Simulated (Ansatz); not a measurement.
Reaction (cleavage of the B–B bond): `FBB(F)F` + `CNC` → `CN(C)B(F)F` + `BF`

Computed with Ansatz on PBE0-D4/def2-TZVP structures; ΔE is electronic, products minus reactants. CBS: MP2 limit from def2 TZ/QZ plus the TZ coupled-cluster correction, frozen cores. This one scheme is used for every species. Functionals use def2-TZVPP. Each species was taken in one conformer, which may not be the lowest.

`FBB(F)F`:

Cartesian coordinates in Å:
```
F -0.865 -1.267 -1.120
B -0.691 -0.101 -0.520
B 0.663 0.133 0.513
F 1.809 0.610 0.061
F 0.603 -0.117 1.808
H -1.517 0.743 -0.743
```

`CNC`:

Cartesian coordinates in Å:
```
C 0.957 -0.389 -0.627
N 0.041 0.663 -0.251
C -1.052 0.188 0.564
H 1.793 0.028 -1.192
H 0.443 -1.104 -1.277
H 1.364 -0.957 0.227
H 0.541 1.394 0.237
H -1.673 -0.496 -0.022
H -1.682 1.026 0.869
H -0.733 -0.354 1.472
```

`CN(C)B(F)F`:

```xyz
12

C    -0.814    0.362    1.033
N     0.012    0.102   -0.122
C     0.720   -1.155   -0.088
B     0.117    0.995   -1.185
F     0.887    0.734   -2.243
F    -0.547    2.151   -1.195
H    -1.577   -0.416    1.148
H    -1.313    1.324    0.931
H    -0.211    0.377    1.948
H     1.318   -1.276   -0.989
H     0.020   -1.995   -0.019
H     1.387   -1.203    0.781
```

`BF`:

```xyz
4

B    -0.017   -0.016   -0.044
F     0.430    0.411    1.119
H    -1.005   -0.693   -0.049
H     0.592    0.298   -1.026
```

```
        level  ΔE (kcal/mol)
      BLYP-D4          -36.2
   r2SCAN0-D4          -38.8
     BHLYP-D4          -39.3
     PBE-QIDH          -38.1
          PBE          -34.0
       revPBE          -32.2
        BHLYP          -38.2
HF/def2-QZVPP          -38.3
```

What does CCSD(T)/CBS give? (An estimate is asked.)

Ansatz gave: -37.6 kcal/mol. The listed levels differ from it by 1.4, -1.2, -1.7, -0.5, 3.6, 5.4, -0.6, -0.7 kcal/mol.

Largest T1 diagnostic among the species: 0.014.

Leaving LDA and LC-ωPBE aside and taking each functional with its dispersion term where it has one, the values, not all of them listed here, spread over 4.6 kcal/mol, from BHLYP-D4 to revPBE-D4. LDA lies −4.5 kcal/mol from PBE without D4. From BLYP to BHLYP (50 % exact exchange), in def2-TZVPP and without D4, ΔE moves by −3.9 kcal/mol. At CCSD(T), def2-SVP lies −3.3 kcal/mol from the extrapolated value and def2-TZVPP −0.2 kcal/mol.
